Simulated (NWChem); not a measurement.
System: CH4FGaO2; SMILES [OH][Ga]([F])[O]C

```xyz
9

Ga     0.0135     0.3554     0.0001
F      1.0595     1.7505    -0.0005
O     -1.7415     0.5825     0.0002
H     -2.0037     1.5096    -0.0006
O      0.7625    -1.2349     0.0013
C      0.0491    -2.4450    -0.0010
H      0.3143    -3.0360    -0.8947
H      0.3198    -3.0420     0.8870
H     -1.0477    -2.3131     0.0029
```
Atoms are numbered in this order, from 1.

Computed with NWChem. Coordinates come from a PBE0/def2-SVP optimisation. Total energies compare along this basis series because the functional is fixed.

```json
[
 {"level": "PBE0/pcseg-1", "basis functions": "103", "energy (Ha)": "-2214.8993", "highest occupied level (eV)": "-8.37", "orbital gap (eV)": "7.06", "dipole (D)": "1.94"},
 {"level": "PBE0/aug-pcseg-1", "basis functions": "164", "energy (Ha)": "-2214.9225", "highest occupied level (eV)": "-8.41", "orbital gap (eV)": "6.85", "dipole (D)": "1.74"},
 {"level": "PBE0/pcseg-2", "basis functions": "219", "energy (Ha)": "-2215.3497", "highest occupied level (eV)": "-8.36", "orbital gap (eV)": "7.03", "dipole (D)": "1.75"},
 {"level": "PBE0/STO-3G", "basis functions": "42", "energy (Ha)": "-2188.5742", "highest occupied level (eV)": "(withheld)", "orbital gap (eV)": "(withheld)", "dipole (D)": "(withheld)"},
 {"level": "PBE0/def2-SVP", "basis functions": "108", "energy (Ha)": "-2214.7103", "highest occupied level (eV)": "-8.15", "orbital gap (eV)": "7.08", "dipole (D)": "1.84"}
]
```

### Question
Complete the blanks.

### Answer

- PBE0/STO-3G, highest occupied level (eV): -2.07
- PBE0/STO-3G, orbital gap (eV): 4.70
- PBE0/STO-3G, dipole (D): 1.07
